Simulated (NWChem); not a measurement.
System: GaSiH5O; SMILES [O]([SiH3])[GaH2]

Parts of the log:

```
             Northwest Computational Chemistry Package (NWChem) 7.3.0
             --------------------------------------------------------

                             Geometry "geometry" -> ""
                             -------------------------

 Output coordinates in angstroms (scale by  1.889725989 to convert to a.u.)

  No.       Tag          Charge          X              Y              Z
 ---- ---------------- ---------- -------------- -------------- --------------
    1 Ga                  31.0000     0.04992300    -1.21530100    -0.01659600
    2 H                    1.0000    -1.47931700    -1.45137300    -0.24339600
    3 H                    1.0000     1.20979600    -2.24429900     0.13964600
    4 O                    8.0000     0.57653600     0.48855000     0.08213300
    5 Si                  14.0000     0.03734700     2.04918400     0.02498200
    6 H                    1.0000     0.34999900     2.74663600     1.30980300
    7 H                    1.0000    -1.44498900     2.11118700    -0.19531400
    8 H                    1.0000     0.70851200     2.78242800    -1.09158400

 Effective nuclear repulsion energy (a.u.)     240.9029182210

                                 NWChem DFT Module
                                 -----------------

 Summary of "ao basis" -> "ao basis" (spherical)
 ------------------------------------------------------------------------------
       Tag                 Description            Shells   Functions and Types
 ---------------- ------------------------------  ------  ---------------------
 Ga                          6-31g*                 12       32   5s4p3d
 H                           6-31g*                  2        2   2s
 O                           6-31g*                  6       14   3s2p1d
 Si                          6-31g*                  8       18   4s3p1d

            General Information
            -------------------
          SCF calculation type: DFT
          Wavefunction type:  closed shell.
          No. of atoms     :     8
          No. of electrons :    58
           Alpha electrons :    29
            Beta electrons :    29
          Charge           :     0
          Spin multiplicity:     1
          Use of symmetry is: off; symmetry adaption is: off
          Maximum number of iterations: 150
          AO basis - number of functions:    74
                     number of shells:    36
          Convergence on energy requested:  1.00D-06
          Convergence on density requested:  1.00D-05
          Convergence on gradient requested:  5.00D-04

              XC Information
              --------------
                    Becke 1988 Exchange Functional  1.000
              Lee-Yang-Parr Correlation Functional  1.000

             Grid Information
             ----------------
          Grid used for XC integration:  medium
          Radial quadrature: Mura-Knowles
          Angular quadrature: Lebedev.
          Tag              B.-S. Rad. Rad. Pts. Rad. Cut. Ang. Pts.
          ---              ---------- --------- --------- ---------
          Ga                  1.30      112          11.0       590
          H                   0.35       45          13.0       434
          O                   0.60       49           8.0       434
          Si                  1.10       88          12.0       590
          Grid pruning is: on
          Number of quadrature shells:   474
          Spatial weights used:  Erf1

      Superposition of Atomic Density Guess
      -------------------------------------

 Sum of atomic energies:       -2289.00822076

      Non-variational initial energy
      ------------------------------

 Total energy =   -2289.682430
 1-e energy   =   -3670.014060
 2-e energy   =    1139.428712
 HOMO         =      -0.352121
 LUMO         =      -0.001146

   convergence    iter        energy       DeltaE   RMS-Dens  Diis-err
 ---------------- ----- ----------------- --------- --------- ---------
 d= 0,ls=0.0,diis     1  -2292.2516489713 -2.53D+03  3.05D-02  7.58D-01
 d= 0,ls=0.0,diis     2  -2291.3745210295  8.77D-01  2.29D-02  8.27D+00
 d= 0,ls=0.0,diis     3  -2292.3437000030 -9.69D-01  3.02D-03  6.15D-02
 d= 0,ls=0.0,diis     4  -2292.3471811435 -3.48D-03  1.06D-03  3.77D-02
 d= 0,ls=0.0,diis     5  -2292.3491878511 -2.01D-03  3.64D-04  8.77D-04
  Resetting Diis
 d= 0,ls=0.0,diis     6  -2292.3492789318 -9.11D-05  6.71D-05  2.87D-05
 d= 0,ls=0.0,diis     7  -2292.3492825611 -3.63D-06  4.42D-05  1.62D-06
 d= 0,ls=0.0,diis     8  -2292.3492816342  9.27D-07  2.55D-05  1.07D-05
 d= 0,ls=0.0,diis     9  -2292.3492827984 -1.16D-06  5.86D-06  1.73D-07
 d= 0,ls=0.0,diis    10  -2292.3492828230 -2.46D-08  7.33D-07  1.60D-08

         Total DFT energy =    -2292.349282822992
      One electron energy =    -3670.360014780833
           Coulomb energy =     1243.532537846882
    Exchange-Corr. energy =     -106.424724110062
 Nuclear repulsion energy =      240.902918221021

 Numeric. integr. density =       57.999980955976

                       DFT Final Molecular Orbital Analysis
                       ------------------------------------

 Vector   27  Occ=2.000000D+00  E=-2.827121D-01
              MO Center= -5.1D-02, -2.8D-01, -2.0D-02, r^2= 6.2D+00
   Bfn.  Coefficient  Atom+Function         Bfn.  Coefficient  Atom+Function
  ----- ------------  ---------------      ----- ------------  ---------------
    11      0.326004  1 Ga px                35      0.219912  3 H  s
    57     -0.203662  5 Si px                36      0.190840  3 H  s
    33     -0.179161  2 H  s                 72      0.175972  7 H  s
    71      0.166469  7 H  s                 12     -0.162883  1 Ga py
    34     -0.147608  2 H  s                  7     -0.124884  1 Ga px

 Vector   28  Occ=2.000000D+00  E=-2.539501D-01
              MO Center=  4.8D-01,  1.3D+00,  8.2D-02, r^2= 2.8D+00
   Bfn.  Coefficient  Atom+Function         Bfn.  Coefficient  Atom+Function
  ----- ------------  ---------------      ----- ------------  ---------------
    41      0.463163  4 O  pz                45      0.345018  4 O  pz
    70     -0.257795  6 H  s                 74      0.256982  8 H  s
    59     -0.190070  5 Si pz                69     -0.180778  6 H  s
    73      0.180185  8 H  s                 13      0.165250  1 Ga pz
    65     -0.092621  5 Si d -1              55      0.078722  5 Si pz

 Vector   29  Occ=2.000000D+00  E=-2.428679D-01
              MO Center= -1.1D-02,  4.4D-01, -4.9D-03, r^2= 3.6D+00
   Bfn.  Coefficient  Atom+Function         Bfn.  Coefficient  Atom+Function
  ----- ------------  ---------------      ----- ------------  ---------------
    39      0.472546  4 O  px                43      0.348262  4 O  px
    72      0.263239  7 H  s                 34      0.185556  2 H  s
    71      0.168608  7 H  s                 33      0.150383  2 H  s
    11     -0.140891  1 Ga px                57     -0.130437  5 Si px
    36     -0.129165  3 H  s                 74     -0.110279  8 H  s

 Vector   30  Occ=0.000000D+00  E=-7.762953D-02
              MO Center=  5.5D-02, -1.2D+00, -1.5D-02, r^2= 3.7D+00
   Bfn.  Coefficient  Atom+Function         Bfn.  Coefficient  Atom+Function
  ----- ------------  ---------------      ----- ------------  ---------------
    13      0.697624  1 Ga pz                17      0.413164  1 Ga pz
     9     -0.212489  1 Ga pz                41     -0.207121  4 O  pz
    45     -0.189054  4 O  pz                63     -0.103942  5 Si pz
    11     -0.102027  1 Ga px                70      0.086397  6 H  s
    74     -0.085790  8 H  s                  5      0.063200  1 Ga pz

 Vector   31  Occ=0.000000D+00  E=-2.380331D-02
              MO Center=  1.4D-01, -6.3D-02,  1.1D-02, r^2= 6.2D+00
   Bfn.  Coefficient  Atom+Function         Bfn.  Coefficient  Atom+Function
  ----- ------------  ---------------      ----- ------------  ---------------
    42      0.594431  4 O  s                 10      0.579171  1 Ga s
    16     -0.467978  1 Ga py                34      0.363910  2 H  s
    62      0.351225  5 Si py                14     -0.314343  1 Ga s
    36      0.303452  3 H  s                 58      0.244685  5 Si py
    61     -0.197496  5 Si px                60      0.189385  5 Si s

 Vector   32  Occ=0.000000D+00  E= 2.358838D-02
              MO Center= -1.3D-01, -9.7D-01, -3.9D-02, r^2= 5.9D+00
   Bfn.  Coefficient  Atom+Function         Bfn.  Coefficient  Atom+Function
  ----- ------------  ---------------      ----- ------------  ---------------
    10      1.054091  1 Ga s                 36      0.728739  3 H  s
    34      0.696576  2 H  s                 62     -0.446702  5 Si py
    16      0.383632  1 Ga py                12      0.323538  1 Ga py
    74      0.239263  8 H  s                 70      0.237935  6 H  s
    42     -0.220418  4 O  s                 60     -0.199528  5 Si s

     Multipole analysis of the density
     ---------------------------------

     L   x y z        total         alpha         beta         nuclear
     -   - - -        -----         -----         ----         -------
     0   0 0 0     -0.000000    -29.000000    -29.000000     58.000000

     1   1 0 0     -0.207454     -5.798190     -5.798190     11.388925
     1   0 1 0     -0.383419      0.878609      0.878609     -2.140636
     1   0 0 1     -0.034924     -0.406265     -0.406265      0.777605

     2   2 0 0    -29.842970    -31.206263    -31.206263     32.569555
     2   1 1 0     -0.184148     -1.445344     -1.445344      2.706539
     2   1 0 1     -0.430126     -1.755009     -1.755009      3.079893
     2   0 2 0    -27.903022   -252.087325   -252.087325    476.271629
     2   0 1 1     -0.034335     -3.321749     -3.321749      6.609164
     2   0 0 2    -26.959437    -19.006426    -19.006426     11.053415

            General Information
            -------------------
          SCF calculation type: DFT
          Wavefunction type:  closed shell.
          No. of atoms     :     8
          No. of electrons :    58
           Alpha electrons :    29
            Beta electrons :    29
          Charge           :     0
          Spin multiplicity:     1
          Use of symmetry is: off; symmetry adaption is: off
          Maximum number of iterations: 150
          AO basis - number of functions:    74
                     number of shells:    36
          Convergence on energy requested:  1.00D-06
          Convergence on density requested:  1.00D-05
          Convergence on gradient requested:  5.00D-04

              XC Information
              --------------
                    Becke 1988 Exchange Functional  1.000
              Lee-Yang-Parr Correlation Functional  1.000

             Grid Information
             ----------------
          Grid used for XC integration:  medium
          Radial quadrature: Mura-Knowles
          Angular quadrature: Lebedev.
          Tag              B.-S. Rad. Rad. Pts. Rad. Cut. Ang. Pts.
          ---              ---------- --------- --------- ---------
          Ga                  1.30      112          11.0       590
          H                   0.35       45          13.0       434
          O                   0.60       49           8.0       434
          Si                  1.10       88          12.0       590
          Grid pruning is: on
          Number of quadrature shells:   474
          Spatial weights used:  Erf1

          Convergence Information
          -----------------------
          Convergence aids based upon iterative change in
          total energy or number of iterations.
          Levelshifting, if invoked, occurs when the
          HOMO/LUMO gap drops below (HL_TOL):  1.00D-02
          DIIS, if invoked, will attempt to extrapolate
          using up to (NFOCK): 10 stored Fock matrices.

                    Damping( 0%)  Levelshifting(0.5)       DIIS
                  --------------- ------------------- ---------------
          dE  on:    start            ASAP                start
          dE off:    2 iters        150 iters           150 iters

                            NWChem DFT Gradient Module
                            --------------------------

  charge          =   0.00
  wavefunction    = closed shell

                         DFT ENERGY GRADIENTS

    atom               coordinates                        gradient
                 x          y          z           x          y          z
   1 Ga      0.094341  -2.296586  -0.031362    0.004694   0.010018   0.000823
   2 H      -2.795504  -2.742697  -0.459952    0.005232   0.000757   0.000772
   3 H       2.286183  -4.241110   0.263893   -0.003962   0.002917  -0.000544
   4 O       1.089495   0.923226   0.155209   -0.010919  -0.006585  -0.001676
   5 Si      0.070576   3.872396   0.047209    0.004724  -0.004381   0.000621
   6 H       0.661402   5.190389   2.475169   -0.000332  -0.000760  -0.000845
   7 H      -2.730633   3.989565  -0.369090    0.001125  -0.001189   0.000152
   8 H       1.338894   5.258027  -2.062795   -0.000562  -0.000777   0.000696
```

Level: BLYP/6-31G* (spherical d). Geometry: optimised at PBE0/def2-SVP.

**Question.** Which NWChem input produces such a log?

**Answer.** One answer among several that fit: the input that was run:
```
start job
memory heap 200 mb stack 900 mb global 1100 mb
geometry units angstroms noautosym nocenter noautoz
  Ga     0.049923    -1.215301    -0.016596
  H     -1.479317    -1.451373    -0.243396
  H      1.209796    -2.244299     0.139646
  O      0.576536     0.488550     0.082133
  Si     0.037347     2.049184     0.024982
  H      0.349999     2.746636     1.309803
  H     -1.444989     2.111187    -0.195314
  H      0.708512     2.782428    -1.091584
end
basis spherical
  * library 6-31g*
end
dft
  xc becke88 lyp
  iterations 150
end
task dft gradient
```
